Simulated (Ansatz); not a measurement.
Cost and result for the atomization energy of CH5FO2Si2 (`O=C(O[SiH3])[SiH2]F`) (11 atoms, 10 bonds).

```tsv
atom	x (Å)	y (Å)	z (Å)
O1	-1.243	0.051	-0.922
C2	-0.163	-0.210	-0.451
O3	0.269	0.318	0.695
Si4	-0.756	1.402	1.514
Si5	0.983	-1.429	-1.370
F6	2.361	-1.625	-0.593
H7	-1.018	2.590	0.672
H8	0.039	1.767	2.706
H9	-2.010	0.722	1.903
H10	1.257	-0.860	-2.707
H11	0.281	-2.727	-1.448
```

The species carries charge 0 and has multiplicity 1. The geometry is a stationary point of PBE0-D4/def2-TZVP. It is one conformer, not always the lowest. Program: Ansatz. All runs use 4 threads of an Arm Neoverse V2 on a shared host. Times are those of one run each, without the atoms' runs, and a repeat can differ threefold. Electronic energies, without spin–orbit coupling; frozen cores. CCSD(T)/CBS adds CCSD(T) − MP2 in def2-TZVPP to the MP2 limit, and its time is that of the two runs behind it. T1 = 0.015. B3LYP takes the VWN-RPA correlation (the form of Gaussian; ORCA's B3LYP/G).

CCSD(T)/CBS is a level of theory with its own doubt, some kJ/mol a heavy atom from the limit and from the frozen cores, so smaller differences don't rank the functionals.

```
                             level  functions  wall time
   PBE-D4/def2-TZVPP (with forces)        278      2.4 s
                PBE0-D4/def2-TZVPP        278        3 s
 B3LYP-D4/def2-TZVPP (with forces)        278      4.7 s
r2SCAN-D4/def2-TZVPP (with forces)        278      4.7 s
                 B2PLYP/def2-TZVPP        278        6 s
                ωB97X-V/def2-TZVPP        278        8 s
  ωB97M-V/def2-TZVPP (with forces)        278       12 s
                    MP2/def2-QZVPP        518       23 s
                CCSD(T)/def2-TZVPP        278    4.2 min
                 CCSD(T)/CBS(def2)          –    4.6 min
```

Problem. What atomization energy does each give, and how far from CCSD(T)/CBS? (Estimate.)

Solution. The calculation gave: 
| level | atomization (kJ/mol) | difference from CCSD(T)/CBS | per bond |
| --- | --- | --- | --- |
| PBE-D4/def2-TZVPP (with forces) | 4220.8 | 52.3 | 5.2 |
| PBE0-D4/def2-TZVPP | 4115.1 | -53.4 | -5.3 |
| B3LYP-D4/def2-TZVPP (with forces) | 4144.6 | -23.9 | -2.4 |
| r2SCAN-D4/def2-TZVPP (with forces) | 4169.5 | 1.0 | 0.1 |
| B2PLYP/def2-TZVPP | 4113.3 | -55.2 | -5.5 |
| ωB97X-V/def2-TZVPP | 4182.3 | 13.8 | 1.4 |
| ωB97M-V/def2-TZVPP (with forces) | 4169.2 | 0.7 | 0.1 |
| MP2/def2-QZVPP | 4226.2 | 57.7 | 5.8 |
| CCSD(T)/def2-TZVPP | 4044.1 | -124.4 | -12.4 |
| CCSD(T)/CBS(def2) | 4168.5 | 0.0 | 0.0 |

From PBE to PBE0 (25 % exact exchange), in def2-TZVPP and without D4, the atomization energy moves by −102.0 kJ/mol: exact exchange takes away binding that semilocal exchange gives to molecules. In def2-TZVPP, CCSD(T) changes the Hartree–Fock value by +1067.6 kJ/mol (the triples alone add +71.3 kJ/mol) and MP2 by +1174.5 kJ/mol; breaking electron pairs costs correlation energy, which Hartree–Fock lacks. The D4 term adds +39.2 kJ/mol with B3LYP and +20.6 kJ/mol with PBE0; it sums over pairs of atoms, weighted by their polarisabilities, and B3LYP, whose exchange is more repulsive, gets the larger term.
